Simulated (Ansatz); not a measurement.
`C[Se]B(Cl)Cl` + `[SiH3][SeH]` → `C[Se][Se][SiH3]` + `ClBCl` at 500 K and 1 bar (ligand exchange at the Se–B bond).

Program: Ansatz. Geometries: PBE0-D4/def2-TZVP. ΔE: electronic, gas phase. CCSD(T)/CBS is the MP2 limit (def2-TZVPP, def2-QZVPP) plus CCSD(T) − MP2 in def2-TZVPP, frozen cores. This one scheme is used for every species. For Se outer-core shells are correlated without core-valence functions, which leaves a few kJ/mol of doubt a bond. Scalar relativity is left out up to krypton. Each species was taken in one conformer, which may not be the lowest.

```json
{"species": "`C[Se]B(Cl)Cl`", "CCSD(T)/CBS energy (Eh)": "-3385.02344", "H − E (kJ/mol)": "160.7", "S (J/(mol·K))": "419.7"}
{"species": "`[SiH3][SeH]`", "CCSD(T)/CBS energy (Eh)": "-2692.20088", "H − E (kJ/mol)": "115.2", "S (J/(mol·K))": "325.5"}
{"species": "`C[Se][Se][SiH3]`", "CCSD(T)/CBS energy (Eh)": "-5132.18229", "H − E (kJ/mol)": "216.4", "S (J/(mol·K))": "444.8"}
{"species": "`ClBCl`", "CCSD(T)/CBS energy (Eh)": "-945.02167", "H − E (kJ/mol)": "62.1", "S (J/(mol·K))": "296.7"}
```

H − E and S are ideal-gas, rigid-rotor, harmonic terms from PBE0-D4/def2-TZVP, for one conformer and one mirror image of each species. 1 Eh = 2625.50 kJ/mol, R = 8.31446 J/(mol·K).

By hand: ΔE, ΔH, ΔS and ΔG.

ΔE = (-5132.18229) + (-945.02167) − (-3385.02344) − (-2692.20088) = 0.02036 Eh = 53.5 kJ/mol. Δ(H − E) = 216.4 + 62.1 − 160.7 − 115.2 = 2.6, so ΔH = 56.1 kJ/mol. ΔS = 444.8 + 296.7 − 419.7 − 325.5 = -3.7 J/(mol·K). ΔG = 56.1 − 500 × (-3.7)/1000 = 58.0 kJ/mol.

By hand: the equilibrium constant, and the temperature at which ΔG would vanish if ΔH and ΔS stayed fixed.

log₁₀ K = −ΔG/(RT ln 10) = -6.1. ΔH and −TΔS have one sign here, so there is no such temperature.

The number of gas molecules stays the same, so ΔS is small and ΔH decides. A doubt of 5 kJ/mol in ΔE shifts log₁₀ K by 0.5 here. Other conformers and mirror images would add mixing entropy, several J/(mol·K) or more a flexible species. These are equilibria of isolated gas molecules and say nothing of rates. Largest T1 diagnostic: 0.012 (customary marks: 0.02 for closed shells, 0.045 for open ones).

ΔS is within the doubt of such terms, so its sign, and with it that verdict, could turn.
